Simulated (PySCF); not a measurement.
These 2 structures share the formula C3H6N2Si. Level of theory: PySCF, PBE0-D3(BJ)/def2-SVP geometry optimisation, gas phase. One conformer each; no zero-point energy, no entropy. No frequencies were run at this level. Point groups hold within 0.08 Å.

Question: Rank from lowest to highest electronic energy at this level (kcal/mol).
A. `[N:1]#[C:2][CH2:3]/[CH:4]=[N:5]\[SiH3:6]` with C2–C3–C4–N5 140°
B. `[SiH3]n1ccnc1`

Answer: B (0.0), A (33.0).

As drawn, the lower has an aromatic ring, which the higher lacks; the higher has a C≡N group and a C=N bond, which the lower lacks.

```csv
SMILES,E (Eh),E rel (kcal/mol),dipole (D),point group,"A, B, C (MHz)"
[SiH3]n1ccnc1,-516.29547,0.0,3.45,Cs,"8751, 2077, 1713"
N#CC/C=N\[SiH3],-516.24296,33.0,3.07,C1,"9922, 1150, 1100"
```

How do the relative energies change in single points at PBE0/pcSseg-1 (no added dispersion term) on the same geometries?

| SMILES | PBE0-D3(BJ)/def2-SVP (kcal/mol) | PBE0/pcSseg-1 (kcal/mol) | shift |
| --- | --- | --- | --- |
| [SiH3]n1ccnc1 | 0.0 | 0.0 | 0.0 |
| N#CC/C=N\[SiH3] | 33.0 | 29.0 | -4.0 |

Each column counts from its own lowest isomer. The order is unchanged; the largest shift is 4.0 kcal/mol.
